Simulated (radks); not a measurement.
Species: O4+. Configuration: [He] 2s2. All-electron calculation, non-relativistic Kohn-Sham, XLYP, spin-polarised, spherical densities, point nucleus. Program: a radial shooting solver on a logarithmic mesh with Libxc functionals.

X-ray form factor f0, the Fourier transform of the density (f0(0) = 4):

| sin(theta)/lambda (1/angstrom) | f0 (electrons) |
|---|---|
| 0.05 | 3.961 |
| 0.1 | 3.847 |
| 0.15 | 3.672 |
| 0.2 | 3.451 |
| 0.25 | 3.204 |
| 0.3 | 2.950 |
| 0.4 | 2.477 |
| 0.5 | 2.104 |
| 0.6 | 1.841 |
| 0.8 | 1.547 |
| 1 | 1.384 |
| 1.25 | 1.208 |
| 1.5 | 1.026 |
| 2 | 0.697 |
